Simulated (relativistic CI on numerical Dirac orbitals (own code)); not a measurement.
Input to a radial Dirac CI calculation:

```
atom Zn  Z=30  charge=28  electrons=2
nucleus A=64  rms_radius_fm=3.9283
hamiltonian dirac-coulomb  breit=on  qed=on  c_scale=1
orbitals kli  potential=per-configuration
slater_scale 1
correlation none
mixing on
configurations
  1s2
  1s 2p
  1p 2p
  1s 1p
end
```

Problem. How did the run end?

Solution. The self-consistent field of one configuration failed: SCF of 1p 2p ended with code -1.
